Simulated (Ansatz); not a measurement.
Consider the cleavage of the Si–Al bond: `O[SiH2][AlH][F]` + `[NH2][GaH][OH]` → `[NH2][GaH][O][SiH2]O` + `[F][AlH2]`.

Computed with Ansatz on PBE0-D4/def2-TZVP structures; ΔE is electronic, products minus reactants. CBS: MP2 limit from def2 TZ/QZ plus the TZ coupled-cluster correction, frozen cores. This one scheme is used for every species. Functionals use def2-TZVPP. For Ga outer-core shells are correlated without core-valence functions, which leaves a few kJ/mol of doubt a bond. Scalar relativity is left out up to krypton. One conformer a species, not always the lowest.

```json
{"level": "r2SCAN", "ΔE (eV)": "-1.46"}
{"level": "SCS-MP2/def2-TZVPP", "ΔE (eV)": "-1.65"}
```

Question: What does CCSD(T)/CBS give? (Estimate.)

Answer: Computed: -1.52 eV. The listed levels differ from it by 0.06, -0.13 eV.

Largest T1 diagnostic among the species: 0.014.

From PBE to PBE0 (25 % exact exchange), in def2-TZVPP and without D4, ΔE moves by −0.11 eV. In def2-TZVPP, CCSD(T) changes the Hartree–Fock value by +0.17 eV (the triples alone add +0.02 eV) and MP2 by +0.08 eV.
